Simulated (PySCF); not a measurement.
CH₄AlFOS, SMILES [SH][Al]([O]C)[F]. Heavy atoms are numbered as in [Al:1]([F:2])([O:3][CH3:4])[SH:8]. Hydrogens are named by the atom that carries them.

Geometry: PBE-D3(BJ)/def2-SVP. The structure was generated by enumeration; whether it is a known compound was not checked. One conformer was computed; it need not be the lowest.

Computed with B3LYP/pcSseg-1 in PySCF.

GIAO shieldings, no solvent; atoms alike by connectivity are averaged. δ = σ(ref) − σ: ¹⁹F against CFCl3 (σ = 161.7 ppm); ¹⁷O against H2O (σ = 333.8 ppm); ¹³C against TMS (σ = 181.3 ppm); ¹H against TMS (σ = 31.68 ppm); ³³S against H2S (σ = 695.8 ppm), references at their B3LYP-D3(BJ)/def2-TZVP geometries, non-relativistic.

Computed chemical shifts:
```tsv
nucleus	atoms	count	δ (ppm)
¹⁹F	F2	1	-171.7
¹⁷O	O3	1	27.3
¹³C	C4 (CH3)	1	60.0
¹H	H on C4	3	4.51
¹H	H on S8	1	0.31
³³S	S8 (SH)	1	-85.7
```
